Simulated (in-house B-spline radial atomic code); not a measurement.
Settings and results of a run for the chromium ion Cr⁴⁺ (an excited or competing configuration). All numbers are computed (non-relativistic CAM-B3LYP, spin-polarised, spherical fractional occupations, exact exchange averaged over the configuration; point nucleus) with an all-electron radial atomic-structure program (B-spline basis), not measured.

Command:
```bash
python run_scf.py task.json out
```
Settings:
```
Z                24
configuration    [Ne] 3s2 3p5 3d2 4s1
hamiltonian      nr
method           camb3lyp
spin_polarised   True
exact_exchange   averaged over the configuration
```

Output (hartree, bohr):
```
 radial grid: 47 intervals, B-splines of order 8, outer radius 22.1277 bohr

 iter        energy (Eh)    residual
    1       -1028.272353    6.72e-01
    2       -1036.472635    3.22e-01
    3       -1038.109160    9.56e-02
    4       -1038.287733    2.79e-02
    5       -1038.302076    1.31e-02
    6       -1038.305536    6.77e-04
    7       -1038.305544    1.31e-04
    8       -1038.305544    1.26e-05
    9       -1038.305544    4.83e-07
   10       -1038.305544    2.16e-08

 total energy                     -1038.30554
 kinetic                            1037.5507
 electron-nucleus                  -2415.2762
 Hartree                             385.4083
 exact exchange                       -9.8719
 exchange-correlation                -36.1164

 orbital      occ     eigenvalue          <r>       <r^2>       <1/r>     <1/r^2>     <1/r^3>       r_max
 1s up      1.000      -218.5083    0.0641839  0.00552586      23.522      1114.3           -     0.04225
 1s down    1.000      -218.4830    0.0641797  0.00552506     23.5231     1114.38           -     0.04224
 2s up      1.000       -27.4997     0.295696    0.103213     4.98483     101.986           -      0.2459
 2s down    1.000       -27.4297     0.295251    0.102851     4.99085     102.186           -      0.2458
 2p up      3.000       -23.7928     0.260754   0.0836006     4.92637     33.3704     351.124      0.1987
 2p down    3.000       -23.7230     0.260404   0.0833293     4.93052     33.4143     351.671      0.1986
 3s up      1.000        -5.4779     0.866881      0.8608     1.62599     16.2603           -      0.7666
 3s down    1.000        -5.2563     0.873682    0.875334     1.61092     15.9271           -      0.7689
 3p up      3.000        -4.3855     0.898288    0.939281     1.52199     5.08255     47.9441      0.7749
 3p down    2.000        -4.1887     0.906111    0.956956     1.50876     4.99896     47.0475      0.7777
 3d up      2.000        -2.6847     0.958139     1.11102     1.30025     2.18622     5.00131      0.7365
 4s up      1.000        -1.7322      2.15142     5.19015    0.624206     3.04985           -        1.99
```

Time taken, with all properties: 0.54 s on 1 thread of Arm Neoverse N1, with other jobs on the host.
